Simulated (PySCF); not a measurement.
Compound: C2H8OSi.
Bonds: C1–C2, C2–Si3, Si3–O4. Hydrogens: H5, H6, H7 on C1; H8, H9 on C2; H10, H11 on Si3; H12 on O4.

Computed geometry: GFN2-xTB, gas phase.

Task: List the bond lengths, angles and torsions at this level.

Result: 
| bond | length (Å) |
| --- | --- |
| C1–C2 | 1.524 |
| C2–Si3 | 1.904 |
| Si3–O4 | 1.629 |
| C1–H5, C1–H6, C1–H7 | 1.088 |
| C2–H8, C2–H9 | 1.093 |
| Si3–H10 | 1.456 |
| Si3–H11 | 1.468 |
| O4–H12 | 0.953 |

Bonds in one row agree within 0.01 Å and their mean is given. A selection of angles:
| angle | degrees |
| --- | --- |
| C2–C1–H5 | 110.5 |
| C2–C1–H6 | 111.2 |
| H5–C1–H6 | 108.2 |
| C1–C2–Si3 | 113.0 |
| C1–C2–H8 | 108.8 |
| Si3–C2–H8 | 109.8 |
| H8–C2–H9 | 106.1 |
| C2–Si3–O4 | 111.6 |
| C2–Si3–H10 | 112.3 |
| C2–Si3–H11 | 108.7 |
| O4–Si3–H10 | 101.1 |
| O4–Si3–H11 | 110.2 |
| H10–Si3–H11 | 112.8 |
| Si3–O4–H12 | 122.2 |

Torsions: C1–C2–Si3–O4 176° (antiperiplanar); H12–O4–Si3–C2 54° (synclinal). The mirror-image conformer, all signs reversed, is as good.

Si3 (oxygen-bound silicon) is distorted tetrahedral (angles from 101.1° to 112.8°).

GFN2-xTB frequencies: not computed here. One conformer, not necessarily the lowest (C1–C2–Si3–O4 176°, C2–Si3–O4–H 54°).
